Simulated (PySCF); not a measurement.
## A rate constant, worked out

An elementary step of BH2BrO, singlet (BH₂BrO ([OH][BH][Br]) → BHO ([BH][O]) + HBr; B–Br, O–H broken or loosened, Br–H formed or tightened). The start structure is the reactant molecule, and the electronic barrier above it is 2.097 eV by CCSD(T) at an estimated basis limit (MP2 extrapolated from triple and quadruple zeta, plus CCSD(T) − MP2 in triple zeta). Computed with PySCF 2.14 with density fitting (its default auxiliary sets; JK sets also for MP2 and CCSD(T)) (basis: def2-TZVPP and def2-QZVPP); correlated methods freeze the cores. Filled d shells of the heavier atoms are correlated. The def2 sets are not built for correlating such inner shells, so the correlated values are less sure here. Extrapolation: Hartree–Fock as exp(−7.88 √X), correlation as X^−2.97. Harmonic wavenumbers (analytic Hessian with the translational sum rule) at PBE0-D4/def2-TZVP (PySCF 2.14 with density fitting (its default auxiliary sets; JK sets also for MP2 and CCSD(T))), in cm⁻¹:

Start: 326, 630, 633, 852, 992, 1144, 1366, 2695, 3847.

Saddle: 1210i, 308, 408, 726, 797, 838, 1341, 1690, 2829.

Q: Work out the transition-state-theory rate constant at 700 K from these numbers alone (harmonic vibrations; rotation, path degeneracy and anharmonicity left out), and the Wigner tunnelling factor. Use 1 cm⁻¹ = 1.2398 × 10⁻⁴ eV and k_B = 8.617 × 10⁻⁵ eV/K.

A: Zero-point energies, half the sums: start 12485/2 cm⁻¹ = 0.7740 eV; saddle, real modes only, 8937/2 cm⁻¹ = 0.5540 eV.
Barrier with zero-point energy: 2.097 + 0.5540 − 0.7740 = 1.8770 eV.
k_BT = 0.06032 eV, so the barrier is 31.12 k_BT.
Vibrational partition functions from the zero-point level, ln q = −Σ ln(1 − exp(−hν/k_BT)): start 1.851, saddle 2.091.
k = (k_BT/h) exp(ln q‡ − ln q) exp(−E0/k_BT), with log₁₀(k_BT/h in s⁻¹) = 13.16: log₁₀ k = 13.16 + (0.240 − 31.12)/2.3026 = -0.25, so k ≈ 6 × 10^(-1) s⁻¹.
Wigner factor: 1 + (hν‡/k_BT)²/24 = 1 + (2.49)²/24 = 1.26. A change of 1 kcal/mol (0.043 eV) in the barrier would change k by a factor of 2.1 at this temperature.

The T1 diagnostic stays at or below 0.015.

Labels in which every atom is bracketed show which atoms are joined, not bond orders.

For scale, one of the runs: CCSD(T)/def2-TZVPP, 138 basis functions, launched by `OMP_NUM_THREADS=4 python run.py`. Hardware: 4 CPU threads of an AMD EPYC 7B13, shared host. Wall time 64 s; peak host memory 1 GiB.
